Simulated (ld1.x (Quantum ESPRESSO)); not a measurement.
## Scattering properties, RRKJ potential for boron (B)

```
Element                 : boron (B)
Generator               : ld1.x (Quantum ESPRESSO) 7.5
Type                    : norm-conserving RRKJ (Kleinman–Bylander form)
Functional              : PBE
Relativity              : non-relativistic
Frozen core             : [He]
Valence charge          : 3
Reference configuration : 2s2 2p1
Partial waves           : 2p (bound): rc 2.75 bohr; 3d channel at -0.1 Ry: rc 3.00 bohr; 2s (bound): rc 1.15 bohr
Local potential         : the s channel
Core correction         : none
rho0                    : 0.005
```

The phase is arctan(r·u′/u) with u = r·R(r), unwrapped; energies in Ry, scanned from -3 to 5 Ry. A pole is an energy at which the radial function vanishes at the test radius. The pseudo phase is shifted by a multiple of π to meet the all-electron one at the reference energy, and phase errors are pseudo minus all-electron; the curves can meet again beyond the range given. Levels narrower than the energy grid can be missing from the lists of poles.

Q: For each channel, where are the poles, and over which energies does the pseudopotential scatter like the atom?

A:

| channel | radius (bohr) | reference energy (Ry) | poles, all-electron | poles, pseudo | unbroken range about the reference energy with phases within 0.05 rad | phase error 1 Ry above the reference energy (rad) |
| --- | --- | --- | --- | --- | --- | --- |
| s | 3.27 | -0.69 | -0.48, 3.03 | -0.48, 2.98 | below 4.7 | -0.001 |
| p | 3.27 | -0.27 | 0.01, 2.96 | 0.01, 3.39 | below 0.8 | +0.032 |
| d | 3.27 | -0.10 | 1.94 | 1.99 | below 3.0 | +0.011 |

Phases in the d channel:

```
E (Ry)  all-electron  pseudo
 -3.00         1.402   1.402
 -2.76         1.396   1.396
 -2.52         1.389   1.389
 -2.28         1.380   1.380
 -2.04         1.371   1.371
 -1.80         1.360   1.360
 -1.56         1.347   1.347
 -1.32         1.332   1.332
 -1.08         1.313   1.313
 -0.84         1.289   1.289
 -0.60         1.258   1.258
 -0.36         1.215   1.215
 -0.12         1.151   1.151
  0.12         1.046   1.046
  0.36         0.843   0.843
  0.60         0.367   0.371
  0.84        -0.516  -0.506
  1.08        -1.087  -1.078
  1.32        -1.329  -1.321
  1.56        -1.454  -1.446
  1.80        -1.533  -1.524
  2.04        -1.593  -1.582
  2.28        -1.646  -1.631
  2.52        -1.698  -1.678
  2.76        -1.760  -1.729
  3.00        -1.847  -1.794
  3.24        -1.995  -1.888
  3.48        -2.331  -2.058
  3.72        -3.219  -2.462
  3.96        -4.040  -3.401
  4.20        -4.340  -4.094
  4.44        -4.472  -4.355
  4.68        -4.547  -4.478
  4.92        -4.596  -4.549
```
